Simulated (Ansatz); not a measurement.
Molecule: C2H10NSi (charge +1, singlet). It need not be the lowest isomer of its formula. 
Coordinates optimised at B3LYP-D3(BJ)/def2-TZVP (Ansatz, an electronic-structure program):
```xyz
14

Si    -0.9550    -0.7018    -0.7403
N      0.5519    -0.0182     0.1504
C      0.9490     1.3321    -0.3782
H      1.1395     1.2597    -1.4463
H      0.1362     2.0306    -0.1923
H      1.8462     1.6684     0.1367
C      0.3552     0.0105     1.6407
H     -0.4702     0.6810     1.8693
H      0.1276    -0.9924     1.9939
H      1.2644     0.3734     2.1148
H     -0.5505    -0.7147    -2.1519
H     -1.9995     0.2751    -0.4080
H     -1.1415    -2.0300    -0.1426
H      1.3295    -0.6543    -0.0373
```
Charge +1, spin multiplicity 1.

Parts of the frozen-core correlation energy in cc-pV(T+d)Z (Ansatz, hartree). Frozen orbitals: 8; correlated occupied orbitals by spin: 13 and 13; virtual: 248 and 248. Spin-orbit coupling is left out. Non-relativistic.

| term | value |
|---|---|
| reference (HF) | -424.79482 |
| MP2 opposite-spin | ? |
| MP2 same-spin | ? |
| CCSD correlation | ? |
| (T) | -0.02641 |
| T1 diagnostic | 0.009 |
| largest doubles amplitude | 0.020 |

Q: Complete the blanks.

A: 
- MP2 opposite-spin, value: -0.55238
- MP2 same-spin, value: -0.14067
- CCSD correlation, value: -0.74908
